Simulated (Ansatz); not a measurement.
Geometry optimisation, RKS B3LYP-D4/def2-SVP (Ansatz 0.2.0).

input.yaml

```yaml
crystal:
  periodic: [false, false, false]
  atoms:
    - { symbol: B, position_ang: [-1.595403, 0.742542, 0.208028] }
    - { symbol: C, position_ang: [1.043526, -0.444955, 0.506988] }
    - { symbol: C, position_ang: [1.680844, -0.244241, -0.867184] }
    - { symbol: O, position_ang: [-1.619867, 0.418432, -1.111673] }
    - { symbol: O, position_ang: [-2.332005, 0.00159, 1.088583] }
    - { symbol: H, position_ang: [0.553922, 0.464483, 0.839902] }
    - { symbol: H, position_ang: [-0.932549, 1.655343, 0.536848] }
    - { symbol: H, position_ang: [1.793632, -0.721296, 1.267014] }
    - { symbol: H, position_ang: [0.288483, -1.247645, 0.491944] }
    - { symbol: H, position_ang: [0.919547, 0.034425, -1.612245] }
    - { symbol: H, position_ang: [2.43998, 0.556964, -0.844003] }
    - { symbol: H, position_ang: [2.18204, -1.161076, -1.222083] }
    - { symbol: H, position_ang: [-2.179183, -0.3533, -1.284637] }
    - { symbol: H, position_ang: [-2.243067, 0.298834, 2.002418] }
basis:
  gaussian: { orbitals: def2-SVP }
hamiltonian:
  xc: b3lyp
  dispersion: d4
relax:
  f_tol: 0.03
  max_steps: 50
```

Run as:

```bash
$ ansatz run input.yaml --threads 2 --pin off --max-ram 3072MiB --backend cpu --events-out ev --progress --plain --runs-dir out
```

**Question.** Where does it end, and by what steps?

**Answer.** It converged. After 19 steps the energy has fallen by 0.178 eV; H6 moved furthest, 0.94 Å.

```json
{"step": "0", "energy less start (eV)": "0.0000", "largest force component (eV/Å)": "0.747", "accepted": "yes"}
{"step": "1", "energy less start (eV)": "-0.1007", "largest force component (eV/Å)": "0.298", "accepted": "yes"}
{"step": "2", "energy less start (eV)": "-0.1300", "largest force component (eV/Å)": "0.352", "accepted": "yes"}
{"step": "3", "energy less start (eV)": "-0.1459", "largest force component (eV/Å)": "0.213", "accepted": "yes"}
{"step": "4", "energy less start (eV)": "-0.1501", "largest force component (eV/Å)": "0.130", "accepted": "yes"}
{"step": "5", "energy less start (eV)": "-0.1534", "largest force component (eV/Å)": "0.181", "accepted": "yes"}
{"step": "6", "energy less start (eV)": "-0.1563", "largest force component (eV/Å)": "0.072", "accepted": "yes"}
{"step": "7", "energy less start (eV)": "-0.1582", "largest force component (eV/Å)": "0.073", "accepted": "yes"}
{"step": "8", "energy less start (eV)": "-0.1606", "largest force component (eV/Å)": "0.156", "accepted": "yes"}
{"step": "9", "energy less start (eV)": "-0.1637", "largest force component (eV/Å)": "0.160", "accepted": "yes"}
{"step": "10", "energy less start (eV)": "-0.1628", "largest force component (eV/Å)": "0.365", "accepted": "no"}
{"step": "11", "energy less start (eV)": "-0.1673", "largest force component (eV/Å)": "0.137", "accepted": "yes"}
{"step": "12", "energy less start (eV)": "-0.1708", "largest force component (eV/Å)": "0.104", "accepted": "yes"}
{"step": "13", "energy less start (eV)": "-0.1724", "largest force component (eV/Å)": "0.207", "accepted": "yes"}
{"step": "14", "energy less start (eV)": "-0.1747", "largest force component (eV/Å)": "0.086", "accepted": "yes"}
{"step": "15", "energy less start (eV)": "-0.1760", "largest force component (eV/Å)": "0.045", "accepted": "yes"}
{"step": "16", "energy less start (eV)": "-0.1768", "largest force component (eV/Å)": "0.068", "accepted": "yes"}
{"step": "17", "energy less start (eV)": "-0.1773", "largest force component (eV/Å)": "0.039", "accepted": "yes"}
{"step": "18", "energy less start (eV)": "-0.1775", "largest force component (eV/Å)": "0.062", "accepted": "yes"}
{"step": "19", "energy less start (eV)": "-0.1777", "largest force component (eV/Å)": "0.022", "accepted": "yes"}
```

```xyz
14
Properties=species:S:1:pos:R:3
B -1.910 0.835 0.130
C 1.420 -0.293 0.705
C 1.544 -0.451 -0.810
O -1.798 0.910 -1.219
O -2.198 -0.365 0.713
H 1.433 0.770 1.000
H -1.751 1.849 0.768
H 2.246 -0.793 1.236
H 0.476 -0.724 1.074
H 0.714 0.052 -1.329
H 2.483 -0.014 -1.188
H 1.532 -1.512 -1.107
H -1.942 0.054 -1.648
H -2.248 -0.319 1.675
```

Whether the end is a true minimum wasn't checked by a vibrational analysis.

Run time: 61 s on 2 threads of Arm Neoverse V1 (shared host), peak memory 0.24 GiB.
